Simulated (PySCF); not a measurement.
# How methods differ on the excitation energy of Pt

Pt [Xe] 4f14 5d9 6s1 (3D) → Pt [Xe] 4f14 5d10 (1S), as a difference of total energies. Calculation: PySCF 2.14, in x2c-TZVPPall; scalar relativity by spin-free X2C-1e. Correlated levels: valence: [Xe] 4f14 frozen. The calculations carry no spin-orbit coupling.

```json
{"method": "UHF", "excitation energy (eV)": "1.064", "error (eV)": "+0.825"}
{"method": "MP2 (valence)", "excitation energy (eV)": "0.258", "error (eV)": "+0.019"}
{"method": "SCS-MP2 (valence)", "excitation energy (eV)": "0.227", "error (eV)": "-0.012"}
{"method": "CCSD (valence)", "excitation energy (eV)": "0.508", "error (eV)": "+0.269"}
{"method": "CCSD(T) (valence)", "excitation energy (eV)": "0.415", "error (eV)": "+0.176"}
```

Reference: 0.239 eV (measured; NIST levels, between the centres of gravity of the two terms).

Errors of the correlated levels include the incompleteness of this basis and the frozen core.
